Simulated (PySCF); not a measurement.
# Hartree-Fock beside MP2: BClGeH3O cation

These are calculations, not measurements. They come from PySCF 2.14.0, an open-source quantum chemistry program, on an isolated molecule that a program drew, which may never have been made. The molecule is BClGeH3O cation (charge +1, singlet), drawn as the SMILES string `[BH+][O][GeH2][Cl]`.

The geometry was optimised and harmonic frequencies were computed with HF and MP2, all in the cc-pV(D+d)Z basis, for the commonest isotopes, with a restricted reference for singlets and an unrestricted one otherwise, and a frozen core in MP2. Germanium has the cc-pVDZ-PP basis, with a core potential (ECP10MDF) in place of its 10 inner electrons, and its 3s, 3p and 3d shells are frozen in MP2. Each result is a local minimum of its method.

Geometry at the HF minimum:
```xyz
7
BClGeH3O cation, angstrom
B    -3.3977    0.5045   -0.6052
O    -2.7519    0.1119    0.3400
Ge   -1.8528   -0.7217    1.8854
Cl   -3.0117   -2.4520    2.1406
H    -4.0184    0.8886   -1.5189
H    -0.5011   -0.9717    1.2769
H    -2.1023    0.3428    2.9172
```

Lengths of the bonds as drawn, in Å (atoms numbered as above):
| bond | HF | MP2 |
|---|---|---|
| B1-O2 | 1.210 | 1.230 |
| O2-Ge3 | 1.973 | 2.022 |
| Ge3-Cl4 | 2.098 | 2.096 |
| B1-H5 | 1.169 | 1.178 |
| Ge3-H6 | 1.503 | 1.513 |
| Ge3-H7 | 1.503 | 1.513 |

Rotational constants, in GHz:
```
constant,HF,MP2
A,5.856,5.882
B,2.437,2.34
C,1.763,1.715
```

Harmonic frequencies in cm^-1, each column in rising order, so a row needn't be the same motion in every method:
| rank | HF | MP2 |
|---|---|---|
| 1 | 88 | 82 |
| 2 | 138 | 128 |
| 3 | 216 | 197 |
| 4 | 360 | 334 |
| 5 | 491 | ? |
| 6 | 583 | 546 |
| 7 | 652 | 609 |
| 8 | 839 | 775 |
| 9 | 852 | 775 |
| 10 | 852 | 790 |
| 11 | 911 | 859 |
| 12 | 1862 | 1777 |
| 13 | 2369 | 2295 |
| 14 | 2390 | 2327 |
| 15 | 3022 | 2940 |

**Estimate the missing MP2 frequency from the HF column.**

A single factor s that minimises the squared misfit of MP2 against s times HF over the other rows is sum(HF x MP2) / sum(HF^2) = 0.9635, with an rms misfit of 23 cm^-1. For rank 5 it gives 0.9635 x 491 = 473 cm^-1. The calculation gives 491 cm^-1, 18 cm^-1 above the estimate. The drawn bonds are on average 1.0 % longer in MP2 than in HF.
